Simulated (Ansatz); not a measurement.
CH5FS2Si, SMILES `CS[SiH](F)S`. Total charge 0; spin multiplicity 1. The structure was optimised at the PBE0-D4/def2-TZVP level. It is one conformer, not always the lowest.

```xyz
10

C     0.289   -1.338   -1.164
S    -1.273   -0.461   -0.845
Si   -0.737    0.753    0.782
F    -0.301   -0.085    2.072
S     0.928    1.956    0.234
H     0.129   -1.923   -2.069
H     1.105   -0.637   -1.327
H     0.528   -2.008   -0.340
H    -1.939    1.528    1.151
H     1.271    2.217    1.508
```

**Question.** What is the dipole moment at B3LYP/def2-TZVPP? (Best estimate.)

**Answer.** Computed: 0.97 D, with components (0.87, -0.30, -0.32) D in this frame, pointing from negative to positive charge.

**Question.** And with PBE, r2SCAN, ωB97M-V? (Best estimate.)

**Answer.** Ansatz gave: PBE 1.03 D, r2SCAN 1.06 D, ωB97M-V 0.97 D.

**Question.** Give the Mulliken charges with B3LYP, r2SCAN, ωB97M-V in def2-TZVPP. (Estimate.)

**Answer.** The calculation gave: 
```tsv
atom	B3LYP	r2SCAN	ωB97M-V
C1	-0.27	-0.15	-0.35
S2	-0.20	-0.22	-0.16
Si3	0.61	0.62	0.50
F4	-0.31	-0.31	-0.30
S5	-0.26	-0.26	-0.24
H6	0.13	0.09	0.14
H7	0.13	0.10	0.14
H8	0.14	0.10	0.15
H9	-0.07	-0.08	-0.02
H10	0.11	0.11	0.13
```

B3LYP here is the variant with VWN-RPA as its local correlation; programs differ in this.
